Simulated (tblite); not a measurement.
A geometry optimisation, step by step.

Compound: C2H5NO2Si.
Atom-mapped SMILES: `[H]/[N:1]=[CH:2]\[SiH2:3][O:4][CH:5]=[O:6]` (hydrogens: H7 on N1; H8 on C2; H9, H10 on Si3; H11 on C5)

Computed with GFN2-xTB (tblite), gas phase: L-BFGS steps from a force-field or distance-geometry start until the largest atomic force falls under 0.01 eV/Å. 14 of its 106 geometries are shown.

Step 0: E = -532.8721 eV, largest atomic force 4.797 eV/Å
```
atom  x, y, z in Å  |  force x, y, z in eV/Å
N1     -1.774    1.520    0.222   -1.201  -0.512  -0.477
C2     -1.832    0.341   -0.268    0.871   1.771   0.606
Si3    -0.373   -0.814   -0.243    1.604  -0.726   0.103
O4      1.066    0.042   -0.742    1.702  -0.041   1.558
C5      2.205    0.103    0.096   -3.596  -2.530   1.918
O6      2.124   -0.471    1.187    0.946   1.657  -2.558
H7     -0.914    1.898    0.643   -0.175  -0.746  -0.414
H8     -2.748   -0.050   -0.704   -0.159   0.593   0.222
H9     -0.198   -1.255    1.155   -0.094   0.055  -0.377
H10    -0.649   -1.938   -1.155    0.367   0.272   0.011
H11     3.098    0.626   -0.218   -0.265   0.207  -0.592
```

Step 8: E = -533.5168 eV, largest atomic force 0.409 eV/Å
```
atom  x, y, z in Å  |  force x, y, z in eV/Å
N1     -1.835    1.543    0.215    0.036   0.314   0.040
C2     -1.772    0.392   -0.277   -0.156   0.013   0.040
Si3    -0.330   -0.827   -0.230    0.181  -0.343   0.129
O4      1.078   -0.018   -0.657   -0.193  -0.148   0.219
C5      2.122    0.032    0.144    0.244   0.200  -0.243
O6      2.208   -0.463    1.224    0.101   0.091  -0.131
H7     -0.956    1.874    0.607    0.073   0.178   0.080
H8     -2.711    0.029   -0.671   -0.207  -0.107  -0.185
H9     -0.198   -1.282    1.147   -0.086  -0.073  -0.011
H10    -0.533   -1.901   -1.189    0.161   0.028  -0.111
H11     2.933    0.624   -0.340   -0.154  -0.154   0.173
```

Step 16: E = -533.5785 eV, largest atomic force 0.145 eV/Å
```
atom  x, y, z in Å  |  force x, y, z in eV/Å
N1     -1.824    1.579    0.178    0.050   0.049   0.032
C2     -1.784    0.399   -0.250   -0.011  -0.026  -0.079
Si3    -0.366   -0.885   -0.181    0.139  -0.014   0.040
O4      1.032   -0.055   -0.589   -0.009   0.029   0.114
C5      2.124    0.036    0.135    0.065   0.045  -0.011
O6      2.295   -0.439    1.216   -0.024  -0.001  -0.034
H7     -0.965    1.919    0.610    0.063   0.026   0.010
H8     -2.719    0.070   -0.697   -0.071  -0.086  -0.051
H9     -0.250   -1.370    1.189   -0.082  -0.086  -0.079
H10    -0.432   -1.883   -1.248   -0.055   0.071   0.103
H11     2.896    0.631   -0.389   -0.065  -0.009  -0.046
```

Step 24: E = -533.5958 eV, largest atomic force 0.096 eV/Å
```
atom  x, y, z in Å  |  force x, y, z in eV/Å
N1     -1.803    1.590    0.154    0.007   0.008  -0.011
C2     -1.781    0.401   -0.256   -0.001  -0.021   0.021
Si3    -0.372   -0.889   -0.144    0.004  -0.039  -0.018
O4      1.003   -0.022   -0.522   -0.021  -0.019   0.092
C5      2.135    0.054    0.137    0.026   0.033  -0.006
O6      2.360   -0.423    1.206   -0.018  -0.027   0.000
H7     -0.943    1.919    0.594    0.007  -0.007  -0.021
H8     -2.710    0.066   -0.715   -0.003   0.013   0.008
H9     -0.330   -1.480    1.188    0.011   0.042  -0.038
H10    -0.427   -1.855   -1.232   -0.025  -0.011  -0.012
H11     2.873    0.642   -0.436    0.013   0.028  -0.016
```

Step 32: E = -533.5981 eV, largest atomic force 0.033 eV/Å
```
atom  x, y, z in Å  |  force x, y, z in eV/Å
N1     -1.793    1.589    0.144   -0.004   0.010  -0.002
C2     -1.782    0.397   -0.255   -0.003   0.006  -0.010
Si3    -0.377   -0.897   -0.146   -0.010   0.002   0.014
O4      0.991   -0.010   -0.487   -0.005  -0.027   0.003
C5      2.139    0.060    0.147   -0.001   0.005  -0.013
O6      2.389   -0.429    1.204   -0.009  -0.020  -0.012
H7     -0.929    1.917    0.578    0.012  -0.018  -0.022
H8     -2.715    0.069   -0.711   -0.009  -0.004   0.016
H9     -0.339   -1.488    1.184    0.004  -0.003  -0.005
H10    -0.439   -1.858   -1.242    0.017   0.024   0.014
H11     2.861    0.654   -0.441    0.008   0.025   0.018
```

Step 40: E = -533.6009 eV, largest atomic force 0.061 eV/Å
```
atom  x, y, z in Å  |  force x, y, z in eV/Å
N1     -1.773    1.594    0.116    0.013  -0.039  -0.011
C2     -1.796    0.392   -0.253    0.053  -0.021   0.003
Si3    -0.387   -0.902   -0.137   -0.037   0.009  -0.001
O4      0.980   -0.004   -0.451   -0.038   0.027  -0.039
C5      2.140    0.065    0.158   -0.013   0.024  -0.026
O6      2.429   -0.470    1.182    0.004  -0.043   0.029
H7     -0.885    1.900    0.516   -0.016   0.050  -0.009
H8     -2.745    0.067   -0.681    0.040   0.002   0.040
H9     -0.351   -1.509    1.187   -0.011   0.001  -0.012
H10    -0.437   -1.841   -1.250    0.015  -0.009   0.005
H11     2.832    0.711   -0.414   -0.009  -0.002   0.020
```

Step 48: E = -533.6101 eV, largest atomic force 0.395 eV/Å
```
atom  x, y, z in Å  |  force x, y, z in eV/Å
N1     -1.716    1.609    0.043   -0.044  -0.021  -0.052
C2     -1.772    0.383   -0.231   -0.054  -0.066   0.101
Si3    -0.384   -0.928   -0.134   -0.083   0.140  -0.002
O4      0.930    0.056   -0.406    0.008   0.023  -0.062
C5      2.103    0.071    0.175   -0.044   0.152  -0.108
O6      2.446   -0.631    1.069    0.135  -0.258   0.267
H7     -0.796    1.950    0.325    0.018  -0.020  -0.028
H8     -2.759    0.024   -0.519   -0.052   0.050  -0.027
H9     -0.385   -1.545    1.185    0.044  -0.026  -0.037
H10    -0.403   -1.841   -1.268    0.018  -0.035   0.012
H11     2.742    0.854   -0.265    0.053   0.060  -0.066
```

Step 57: E = -533.6260 eV, largest atomic force 0.078 eV/Å
```
atom  x, y, z in Å  |  force x, y, z in eV/Å
N1     -1.676    1.623   -0.071    0.013   0.024  -0.014
C2     -1.799    0.378   -0.191   -0.011  -0.019   0.021
Si3    -0.398   -0.923   -0.135   -0.010   0.025   0.025
O4      0.891    0.120   -0.316   -0.014   0.043   0.021
C5      2.086    0.076    0.219    0.054   0.003  -0.023
O6      2.515   -0.799    0.904    0.013  -0.028   0.016
H7     -0.714    1.948    0.044   -0.073  -0.009  -0.026
H8     -2.825    0.033   -0.314    0.026  -0.027  -0.006
H9     -0.370   -1.603    1.151    0.000   0.005   0.041
H10    -0.364   -1.836   -1.267   -0.009   0.029  -0.057
H11     2.659    0.985   -0.049    0.011  -0.047   0.001
```

Step 65: E = -533.6333 eV, largest atomic force 1.245 eV/Å
```
atom  x, y, z in Å  |  force x, y, z in eV/Å
N1     -1.762    1.627   -0.281    0.057  -0.418   0.062
C2     -1.831    0.374   -0.119   -0.071   0.471  -0.149
Si3    -0.379   -0.863   -0.053   -0.069  -0.049  -0.074
O4      0.861    0.255   -0.042    0.424  -0.175   0.015
C5      2.124    0.026    0.257    0.185  -0.677   0.467
O6      2.581   -1.019    0.646   -0.487   1.030  -0.501
H7     -0.811    2.010   -0.355   -0.243  -0.192   0.061
H8     -2.849   -0.025   -0.061    0.218   0.099   0.030
H9     -0.350   -1.705    1.131   -0.035   0.054   0.056
H10    -0.293   -1.637   -1.292    0.035   0.064   0.046
H11     2.715    0.959    0.145   -0.014  -0.208  -0.013
```

Step 73: E = -533.6589 eV, largest atomic force 0.061 eV/Å
```
atom  x, y, z in Å  |  force x, y, z in eV/Å
N1     -1.824    1.621   -0.273    0.002   0.000   0.041
C2     -1.839    0.374   -0.120    0.002  -0.017  -0.036
Si3    -0.359   -0.830   -0.067    0.032   0.027   0.009
O4      0.903    0.272   -0.098    0.013  -0.035   0.033
C5      2.136   -0.004    0.257   -0.040   0.017   0.019
O6      2.526   -1.062    0.642    0.009  -0.018  -0.033
H7     -0.891    2.028   -0.347    0.000   0.013  -0.011
H8     -2.831   -0.065   -0.041   -0.023  -0.009   0.005
H9     -0.312   -1.620    1.156   -0.043   0.032  -0.029
H10    -0.278   -1.602   -1.301    0.013  -0.031   0.017
H11     2.775    0.891    0.166    0.034   0.020  -0.016
```

Step 81: E = -533.6624 eV, largest atomic force 0.055 eV/Å
```
atom  x, y, z in Å  |  force x, y, z in eV/Å
N1     -1.855    1.623   -0.277    0.016   0.013  -0.020
C2     -1.843    0.377   -0.121   -0.003  -0.040  -0.009
Si3    -0.351   -0.814   -0.064    0.015   0.033   0.027
O4      0.911    0.288   -0.050   -0.019  -0.007   0.014
C5      2.149   -0.014    0.261   -0.002   0.011  -0.054
O6      2.534   -1.092    0.595    0.020  -0.003  -0.006
H7     -0.933    2.050   -0.384    0.003  -0.006   0.025
H8     -2.828   -0.076   -0.016    0.007  -0.005  -0.001
H9     -0.349   -1.616    1.152   -0.015   0.030  -0.004
H10    -0.232   -1.595   -1.290    0.000  -0.003  -0.001
H11     2.804    0.872    0.168   -0.022  -0.022   0.027
```

Step 89: E = -533.6639 eV, largest atomic force 0.045 eV/Å
```
atom  x, y, z in Å  |  force x, y, z in eV/Å
N1     -1.848    1.623   -0.270    0.008  -0.018   0.008
C2     -1.844    0.373   -0.135    0.015   0.009   0.018
Si3    -0.354   -0.817   -0.065    0.016   0.011   0.034
O4      0.908    0.283   -0.048   -0.001  -0.008   0.006
C5      2.151   -0.013    0.251   -0.011  -0.015   0.006
O6      2.547   -1.088    0.581   -0.011   0.028  -0.034
H7     -0.921    2.043   -0.351   -0.008   0.005  -0.008
H8     -2.829   -0.080   -0.040   -0.015   0.006  -0.037
H9     -0.379   -1.593    1.167    0.014   0.004  -0.011
H10    -0.223   -1.610   -1.281   -0.005  -0.008   0.009
H11     2.796    0.881    0.164   -0.003  -0.013   0.009
```

Step 97: E = -533.6697 eV, largest atomic force 0.541 eV/Å
```
atom  x, y, z in Å  |  force x, y, z in eV/Å
N1     -1.887    1.622   -0.281    0.044  -0.023   0.008
C2     -1.847    0.368   -0.207    0.008   0.062   0.019
Si3    -0.344   -0.783    0.025   -0.030  -0.030  -0.028
O4      0.907    0.330    0.073    0.153  -0.106  -0.004
C5      2.164   -0.037    0.196    0.050  -0.319   0.067
O6      2.549   -1.166    0.309   -0.205   0.496  -0.069
H7     -0.980    2.088   -0.204   -0.045  -0.056  -0.007
H8     -2.816   -0.124   -0.287    0.018   0.014  -0.003
H9     -0.399   -1.491    1.298   -0.001   0.008  -0.004
H10    -0.170   -1.647   -1.136    0.009   0.010   0.022
H11     2.830    0.844    0.187   -0.002  -0.055  -0.002
```

Step 105: E = -533.6727 eV, largest atomic force 0.009 eV/Å
```
atom  x, y, z in Å  |  force x, y, z in eV/Å
N1     -1.863    1.624   -0.264    0.001  -0.001   0.001
C2     -1.844    0.369   -0.207    0.000   0.000   0.001
Si3    -0.352   -0.799    0.012    0.000   0.000  -0.004
O4      0.898    0.315    0.039    0.001   0.002   0.004
C5      2.155   -0.025    0.198    0.000   0.002   0.003
O6      2.554   -1.139    0.343   -0.007   0.004  -0.005
H7     -0.948    2.069   -0.183    0.006  -0.002  -0.003
H8     -2.819   -0.107   -0.293   -0.002  -0.002   0.001
H9     -0.401   -1.495    1.290    0.000  -0.001   0.006
H10    -0.183   -1.674   -1.140    0.003   0.000  -0.003
H11     2.809    0.865    0.181   -0.002  -0.003   0.000
```

Problem. Summarise the path.

Solution. The energy falls by 18.46 kcal/mol from step 0 to step 105; nine tenths of that is first reached at step 22. It rises by more than 0.2 meV at steps 48, 56, 62, 65, 68 and 97. The largest force goes from 4.797 to 0.009 eV/Å. Among the bonds O4–C5 changes most, from 1.415 to 1.312 Å; the atoms move by 0.601 Å rms after alignment.

Problem. Follow the three bonds and two angles with the largest change from start to end.

Solution. 
```json
{"step": "0", "E above end (kcal/mol)": "18.46", "largest force (eV/Å)": "4.797", "O4–C5 (Å)": "1.415", "Si3–O4 (Å)": "1.748", "C2–Si3 (Å)": "1.860", "O4–C5–H11 (°)": "120.9", "C2–Si3–O4 (°)": "109.8"}
{"step": "5", "E above end (kcal/mol)": "5.03", "largest force (eV/Å)": "0.526", "O4–C5 (Å)": "1.318", "Si3–O4 (Å)": "1.683", "C2–Si3 (Å)": "1.917", "O4–C5–H11 (°)": "114.2", "C2–Si3–O4 (°)": "108.2"}
{"step": "9", "E above end (kcal/mol)": "3.13", "largest force (eV/Å)": "0.391", "O4–C5 (Å)": "1.315", "Si3–O4 (Å)": "1.672", "C2–Si3 (Å)": "1.893", "O4–C5–H11 (°)": "108.8", "C2–Si3–O4 (°)": "108.7"}
{"step": "14", "E above end (kcal/mol)": "2.30", "largest force (eV/Å)": "0.165", "O4–C5 (Å)": "1.312", "Si3–O4 (Å)": "1.671", "C2–Si3 (Å)": "1.924", "O4–C5–H11 (°)": "110.9", "C2–Si3–O4 (°)": "106.4"}
{"step": "18", "E above end (kcal/mol)": "2.02", "largest force (eV/Å)": "0.165", "O4–C5 (Å)": "1.313", "Si3–O4 (Å)": "1.674", "C2–Si3 (Å)": "1.912", "O4–C5–H11 (°)": "110.8", "C2–Si3–O4 (°)": "105.6"}
{"step": "23", "E above end (kcal/mol)": "1.79", "largest force (eV/Å)": "0.097", "O4–C5 (Å)": "1.311", "Si3–O4 (Å)": "1.668", "C2–Si3 (Å)": "1.917", "O4–C5–H11 (°)": "110.3", "C2–Si3–O4 (°)": "104.1"}
{"step": "27", "E above end (kcal/mol)": "1.75", "largest force (eV/Å)": "0.043", "O4–C5 (Å)": "1.312", "Si3–O4 (Å)": "1.666", "C2–Si3 (Å)": "1.912", "O4–C5–H11 (°)": "110.5", "C2–Si3–O4 (°)": "103.8"}
{"step": "32", "E above end (kcal/mol)": "1.72", "largest force (eV/Å)": "0.033", "O4–C5 (Å)": "1.312", "Si3–O4 (Å)": "1.666", "C2–Si3 (Å)": "1.913", "O4–C5–H11 (°)": "110.1", "C2–Si3–O4 (°)": "103.4"}
{"step": "37", "E above end (kcal/mol)": "1.68", "largest force (eV/Å)": "0.072", "O4–C5 (Å)": "1.313", "Si3–O4 (Å)": "1.666", "C2–Si3 (Å)": "1.913", "O4–C5–H11 (°)": "110.4", "C2–Si3–O4 (°)": "103.3"}
{"step": "41", "E above end (kcal/mol)": "1.64", "largest force (eV/Å)": "0.077", "O4–C5 (Å)": "1.312", "Si3–O4 (Å)": "1.666", "C2–Si3 (Å)": "1.916", "O4–C5–H11 (°)": "109.9", "C2–Si3–O4 (°)": "103.2"}
{"step": "46", "E above end (kcal/mol)": "1.47", "largest force (eV/Å)": "0.221", "O4–C5 (Å)": "1.314", "Si3–O4 (Å)": "1.668", "C2–Si3 (Å)": "1.903", "O4–C5–H11 (°)": "110.3", "C2–Si3–O4 (°)": "101.7"}
{"step": "50", "E above end (kcal/mol)": "1.34", "largest force (eV/Å)": "0.111", "O4–C5 (Å)": "1.311", "Si3–O4 (Å)": "1.667", "C2–Si3 (Å)": "1.909", "O4–C5–H11 (°)": "110.1", "C2–Si3–O4 (°)": "100.0"}
{"step": "55", "E above end (kcal/mol)": "1.11", "largest force (eV/Å)": "0.248", "O4–C5 (Å)": "1.312", "Si3–O4 (Å)": "1.670", "C2–Si3 (Å)": "1.912", "O4–C5–H11 (°)": "110.1", "C2–Si3–O4 (°)": "97.8"}
{"step": "59", "E above end (kcal/mol)": "1.06", "largest force (eV/Å)": "0.077", "O4–C5 (Å)": "1.312", "Si3–O4 (Å)": "1.669", "C2–Si3 (Å)": "1.912", "O4–C5–H11 (°)": "110.1", "C2–Si3–O4 (°)": "97.6"}
{"step": "64", "E above end (kcal/mol)": "0.76", "largest force (eV/Å)": "0.240", "O4–C5 (Å)": "1.310", "Si3–O4 (Å)": "1.667", "C2–Si3 (Å)": "1.911", "O4–C5–H11 (°)": "110.4", "C2–Si3–O4 (°)": "97.2"}
{"step": "68", "E above end (kcal/mol)": "0.53", "largest force (eV/Å)": "0.733", "O4–C5 (Å)": "1.314", "Si3–O4 (Å)": "1.670", "C2–Si3 (Å)": "1.905", "O4–C5–H11 (°)": "110.6", "C2–Si3–O4 (°)": "99.2"}
{"step": "73", "E above end (kcal/mol)": "0.32", "largest force (eV/Å)": "0.061", "O4–C5 (Å)": "1.312", "Si3–O4 (Å)": "1.675", "C2–Si3 (Å)": "1.908", "O4–C5–H11 (°)": "110.6", "C2–Si3–O4 (°)": "99.7"}
{"step": "78", "E above end (kcal/mol)": "0.26", "largest force (eV/Å)": "0.063", "O4–C5 (Å)": "1.312", "Si3–O4 (Å)": "1.673", "C2–Si3 (Å)": "1.908", "O4–C5–H11 (°)": "110.9", "C2–Si3–O4 (°)": "100.2"}
{"step": "82", "E above end (kcal/mol)": "0.23", "largest force (eV/Å)": "0.066", "O4–C5 (Å)": "1.312", "Si3–O4 (Å)": "1.675", "C2–Si3 (Å)": "1.909", "O4–C5–H11 (°)": "110.8", "C2–Si3–O4 (°)": "100.4"}
{"step": "87", "E above end (kcal/mol)": "0.21", "largest force (eV/Å)": "0.045", "O4–C5 (Å)": "1.312", "Si3–O4 (Å)": "1.673", "C2–Si3 (Å)": "1.907", "O4–C5–H11 (°)": "110.7", "C2–Si3–O4 (°)": "100.5"}
{"step": "91", "E above end (kcal/mol)": "0.18", "largest force (eV/Å)": "0.063", "O4–C5 (Å)": "1.313", "Si3–O4 (Å)": "1.675", "C2–Si3 (Å)": "1.909", "O4–C5–H11 (°)": "110.7", "C2–Si3–O4 (°)": "100.1"}
{"step": "96", "E above end (kcal/mol)": "0.03", "largest force (eV/Å)": "0.149", "O4–C5 (Å)": "1.311", "Si3–O4 (Å)": "1.672", "C2–Si3 (Å)": "1.906", "O4–C5–H11 (°)": "111.1", "C2–Si3–O4 (°)": "100.5"}
{"step": "100", "E above end (kcal/mol)": "0.00", "largest force (eV/Å)": "0.028", "O4–C5 (Å)": "1.312", "Si3–O4 (Å)": "1.674", "C2–Si3 (Å)": "1.907", "O4–C5–H11 (°)": "110.8", "C2–Si3–O4 (°)": "100.5"}
{"step": "105", "E above end (kcal/mol)": "0.00", "largest force (eV/Å)": "0.009", "O4–C5 (Å)": "1.312", "Si3–O4 (Å)": "1.675", "C2–Si3 (Å)": "1.907", "O4–C5–H11 (°)": "110.9", "C2–Si3–O4 (°)": "100.3"}
```

Run on one thread, Arm Neoverse V1 (shared host).
